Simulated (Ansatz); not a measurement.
`FBBF` + `[OH][InH2]` → `FB[O][InH2]` + `BF` at 500 K and 1 bar (cleavage of the B–B bond).

Program: Ansatz. Geometries: PBE0-D4/def2-TZVP. ΔE: electronic, gas phase. CCSD(T)/CBS adds triple-zeta CCSD(T) − MP2 to the extrapolated MP2 energy (def2 sets, frozen cores). This one scheme is used for every species. def2 core potentials past Kr. For In outer-core shells are correlated without core-valence functions, which leaves a few kJ/mol of doubt a bond. Each species was taken in one conformer, which may not be the lowest.

```
      species  CCSD(T)/CBS energy (Eh)  H − E (kJ/mol)  S (J/(mol·K))
       `FBBF`               -250.44368           109.1          328.5
 `[OH][InH2]`               -266.78179            92.5          311.9
`FB[O][InH2]`               -391.48685           121.8          384.1
         `BF`               -125.82039            77.9          244.4
```

H − E and S are ideal-gas, rigid-rotor, harmonic terms from PBE0-D4/def2-TZVP, for one conformer and one mirror image of each species. 1 Eh = 2625.50 kJ/mol, R = 8.31446 J/(mol·K).

Question: By hand: ΔE, ΔH, ΔS and ΔG.

Answer: ΔE = (-391.48685) + (-125.82039) − (-250.44368) − (-266.78179) = -0.08177 Eh = -214.7 kJ/mol. Δ(H − E) = 121.8 + 77.9 − 109.1 − 92.5 = -1.9, so ΔH = -216.6 kJ/mol. ΔS = 384.1 + 244.4 − 328.5 − 311.9 = -11.9 J/(mol·K). ΔG = -216.6 − 500 × (-11.9)/1000 = -210.7 kJ/mol.

Question: By hand: the equilibrium constant, and the temperature at which ΔG would vanish if ΔH and ΔS stayed fixed.

Answer: log₁₀ K = −ΔG/(RT ln 10) = 22.0. ΔG = 0 at ΔH/ΔS = 18202 K, far beyond where these terms or the molecules hold.

The number of gas molecules stays the same, so ΔS is small and ΔH decides. A doubt of 5 kJ/mol in ΔE shifts log₁₀ K by 0.5 here. Other conformers and mirror images would add mixing entropy, several J/(mol·K) or more a flexible species. These are equilibria of isolated gas molecules and say nothing of rates. Largest T1 diagnostic: 0.017 (customary marks: 0.02 for closed shells, 0.045 for open ones).
